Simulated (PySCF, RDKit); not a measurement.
Internal rotation in SMILES C=Cc1ccccc1S. Scanned: dihedral C1–C2–C3–C4; all other coordinates were relaxed at GFN2-xTB. Points at φ and −φ are mirror images. Heavy atoms are numbered in the order of the SMILES C=Cc1ccccc1S, hydrogens after them in the order of the atoms that carry them; the mirror image has the same energies with the sign of each dihedral reversed. Each profile is relative to its own lowest point.

```json
[
 {"φ / °": "-150", "A": "8.8", "B": "3.0", "C": "4.1"},
 {"φ / °": "-120", "A": "3.5", "B": "4.3", "C": "2.7"},
 {"φ / °": "-90", "A": "1.7", "B": "4.7", "C": "1.9"},
 {"φ / °": "-60", "A": "0.0", "B": "1.8", "C": "0.1"},
 {"φ / °": "-30", "A": "0.9", "B": "0.0", "C": "0.0"},
 {"φ / °": "0", "A": "3.3", "B": "0.7", "C": "1.6"},
 {"φ / °": "30", "A": "0.9", "B": "0.0", "C": "0.0"},
 {"φ / °": "60", "A": "0.0", "B": "1.8", "C": "0.1"},
 {"φ / °": "90", "A": "1.7", "B": "4.7", "C": "1.9"},
 {"φ / °": "120", "A": "3.5", "B": "4.3", "C": "2.7"},
 {"φ / °": "150", "A": "8.8", "B": "3.0", "C": "4.1"},
 {"φ / °": "180", "A": "13.2", "B": "3.1", "C": "6.0"}
]
```

Energies in mEh.

Task: Assign the columns to these levels of theory: MMFF94 // GFN2-xTB run with RDKit 2026.03.6; restricted Hartree-Fock/3-21G, density fitting // GFN2-xTB (PySCF 2.14.0); PySCF 2.14.0 with restricted B3LYP/6-311+G**, spherical d, density fitting // GFN2-xTB.

Result: A is MMFF94; B is RKS-B3LYP/6-311+G**; C is RHF/3-21G.
